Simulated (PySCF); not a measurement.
Ga(Cl)(Br)(OH) (BrClGaHO), SMILES [OH][Ga]([Cl])[Br]. Atoms are numbered in the order given.

```xyz
5

Ga     0.3292     0.4910     0.0000
Cl    -1.1469     2.0335     0.0000
Br    -0.2648    -1.6843     0.0000
O      2.0443     0.9119     0.0000
H      2.2060     1.8625     0.0000
```
Charge 0, spin multiplicity 1.

Coordinates come from a PBE0-D3(BJ)/def2-SVP optimisation. The structure was generated by enumeration; whether it is a known compound was not checked. One conformer was computed; it need not be the lowest.

All values below come from CAM-B3LYP/def2-TZVP run with PySCF.

**Question.** Estimate the frontier levels, gap, dipole moment and polarisability. (Estimate from the structure and the level; the computed values follow.)

**Answer.** 
| Quantity | Result |
|---|---|
| highest occupied level | -10.21 eV |
| lowest empty level | -0.75 eV |
| orbital gap | 9.46 eV |
| dipole moment | 1.20 D |
| quadrupole, principal values (traceless, Buckingham form, about the centre of nuclear charge) | -9.20, 3.19, 6.01 D·Å |
| mean static polarisability | 58.9 bohr³ (8.73 Å³) |
| polarisability, principal values | 42.5, 58.6, 75.7 bohr³ |
